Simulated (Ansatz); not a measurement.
Start from `[CH3][Al]1[CH2][CH2]1` and change one atom or group to get `[OH][Al]1[CH2][CH2]1`.

Ansatz, PBE0-D4/def2-TZVP geometries, multiplicity 1. Each molecule was computed in one conformer, which needn't be the lowest.

```csv
property,`[CH3][Al]1[CH2][CH2]1`
HOMO–LUMO gap (B3LYP/def2-TZVPP) / eV,4.50
HOMO energy (PBE/def2-TZVPP) / eV,-4.49
LUMO energy (PBE/def2-TZVPP) / eV,-1.47
HOMO–LUMO gap (PBE0/def2-TZVPP) / eV,4.91
size of the dipole moment (B3LYP/def2-TZVPP) / D,1.79
size of the dipole moment (PBE/def2-TZVPP) / D,1.66
```

Question: Give the same properties after the change, and the shifts. (Best estimate.)

Answer: The calculation gave: 
| property | `[OH][Al]1[CH2][CH2]1` | shift |
| --- | --- | --- |
| HOMO–LUMO gap (B3LYP/def2-TZVPP) / eV | 4.67 | 0.17 |
| HOMO energy (PBE/def2-TZVPP) / eV | -4.77 | -0.28 |
| LUMO energy (PBE/def2-TZVPP) / eV | -1.61 | -0.14 |
| HOMO–LUMO gap (PBE0/def2-TZVPP) / eV | 5.15 | 0.24 |
| size of the dipole moment (B3LYP/def2-TZVPP) / D | 1.58 | -0.21 |
| size of the dipole moment (PBE/def2-TZVPP) / D | 1.47 | -0.19 |

With PBE0 the HOMO falls by 0.32 eV and the LUMO falls by 0.08 eV, so the gap widens by about 0.24 eV. PBE moves the HOMO by -0.28 eV and ωB97M-V by -0.34 eV. Dipoles are sizes alone; their direction can turn.

B3LYP here is the variant with VWN-RPA as its local correlation; programs differ in this.
